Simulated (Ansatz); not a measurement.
Geometry optimisation, RKS B3LYP-D4/def2-SVP in Ansatz.

input.yaml

```yaml
crystal:
  periodic: [false, false, false]
  atoms:
    - { symbol: C, position_ang: [-1.2158, 0.9149, -1.2915] }
    - { symbol: Si, position_ang: [-0.3053, 1.0228, 0.2946] }
    - { symbol: "N", position_ang: [1.3628, 0.5633, 0.0166] }
    - { symbol: C, position_ang: [1.4863, -0.5871, 0.6613] }
    - { symbol: Te, position_ang: [2.9596, -2.024, 0.922] }
    - { symbol: Al, position_ang: [-0.4807, -0.679, 1.4019] }
    - { symbol: H, position_ang: [-1.0359, 0.0022, -1.8182] }
    - { symbol: H, position_ang: [-2.3102, 1.0593, -1.0917] }
    - { symbol: H, position_ang: [-0.9495, 1.8195, -1.9121] }
    - { symbol: H, position_ang: [-0.4194, 2.2963, 1.0509] }
    - { symbol: H, position_ang: [2.4397, -2.8461, -0.4767] }
    - { symbol: H, position_ang: [-1.4543, -1.5973, 2.2769] }
basis:
  gaussian: { orbitals: def2-SVP }
hamiltonian:
  xc: b3lyp
  dispersion: d4
relax:
  f_tol: 0.015
  max_steps: 40
```

Launched with:

```bash
$ ansatz run input.yaml --threads 2 --pin off --max-ram 3072MiB --backend cpu --events-out ev --progress --plain --runs-dir out
```

Task: Where does it end, and by what steps?

Result: The run converged. After 22 steps the energy has fallen by 2.293 eV; H11 moved furthest, 1.64 Å.

```
step  energy less start (eV)  largest force component (eV/Å)  accepted
   0                  0.0000                           5.563       yes
   1                 -1.5802                           1.944       yes
   2                 -1.9311                           0.688       yes
   3                 -1.9957                           0.329       yes
   4                 -2.0192                           0.241       yes
   5                 -2.0495                           0.509       yes
   6                 -2.1025                           0.479       yes
   7                 -2.1786                           0.322       yes
   8                 -2.2154                           0.678       yes
   9                 -2.2548                           0.511       yes
  10                 -2.2719                           0.205       yes
  11                 -2.2852                           0.170       yes
  12                 -2.2861                           0.186       yes
  13                 -2.2881                           0.112       yes
  14                 -2.2898                           0.052       yes
  15                 -2.2867                           0.120        no
  16                 -2.2908                           0.022       yes
  17                 -2.2911                           0.079       yes
  18                 -2.2920                           0.042       yes
  19                 -2.2924                           0.064       yes
  20                 -2.2926                           0.062       yes
  21                 -2.2923                           0.077        no
  22                 -2.2928                           0.014       yes
```

```xyz
12
Properties=species:S:1:pos:R:3
C -1.353 1.303 -1.422
Si -0.473 1.025 0.221
N 1.197 0.378 -0.051
C 1.319 -0.786 0.466
Te 3.191 -1.863 0.248
Al -0.436 -1.122 1.404
H -1.397 0.376 -2.013
H -2.383 1.659 -1.254
H -0.819 2.065 -2.012
H -0.397 2.333 0.945
H 2.616 -3.174 1.115
H -0.990 -2.249 2.387
```

Run time: 64 s on 2 threads of AMD EPYC 9R45 96-Core Processor (Zen 5), on a shared host, peak memory 0.44 GiB.
